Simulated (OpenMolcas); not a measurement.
**What dynamic correlation does to the levels of Cu3+**

```json
{
 "Program": "OpenMolcas",
 "Basis": "ANO-R2 [6s4p4d2f1g]",
 "Scalar Hamiltonian": "X2C, finite nucleus",
 "Active space": "8 electrons in 5 orbitals (3d)",
 "State averaging": "2S+1 = 3 even, 10 roots; 2S+1 = 1 even, 15 roots",
 "Spin-orbit coupling": "state interaction with AMFI integrals over the reference wave functions, term energies averaged over their components"
}
```

Methods on the same reference wave functions:
A. CASSCF
B. SS-CASPT2, IPEA 0.25 Eh, imaginary shift 0.1 Eh (closed shells correlated: 3s 3p)

Energies in cm-1 above 3d8 3F4, the measured ground level; measured values from Sugar and Musgrove, J. Phys. Chem. Ref. Data 19, 527 (1990).

```tsv
Level	A	B	Measured
3d8 3F4	0.0	0.0	0.0
3d8 3F3	1837	1841	1861
3d8 3F2	3078	3050	3078
3d8 1D2	19612	15670	16248
3d8 3P2	23793	19820	19697
3d8 3P1	24240	20260	20097
3d8 3P0	24591	20600	20423
3d8 1G4	30406	27010	26913
3d8 1S0	73052	61680	61456
```

Deviations, from unrounded energies. A percentage is the sum of absolute deviations over the sum of measured energies, with the sign that they share, or ± where signs differ.

```
                        Against measurement  Levels      A     B
             mean absolute deviation (cm-1)       8   3900   180
      fine structure of the ground term (%)       2   ±0.5  -1.1
other terms of the ground configuration (%)       6  +18.7  ±0.8
```

B lies closest to measurement on these levels. The largest miss of B in the table is 3d8 1D2, by -580 cm-1. The ranking rests on the paired levels alone, and a cruder setting can come out closer through cancelling errors.

From A to B the spin-free energies of the other terms of 3d8 shown, above 3F, scale by factors of 0.79 to 0.88, as is usual when dynamic correlation screens the repulsion within a d or f shell.

The lowest spin-free term lies below A's lowest term by 0.607 hartree in B.

CASPT2 does not keep the components of a term degenerate, so their means are used; among the terms shown or strongly mixed into the levels shown the widest spread is 730 cm-1 (3d8 3F, B). Without dynamic correlation excited terms often stand tens of per cent too high (terms of higher spin than the ground term too low), and those without a measured partner can miss by more than the paired ones (holds for A). Computed and measured levels are paired by configuration, term and J; levels that our copy of the source lacks, or whose pairing is in doubt (as where it misses far off the trend of its configuration), stay unpaired and out of the deviations. Only configurations of the active space appear.
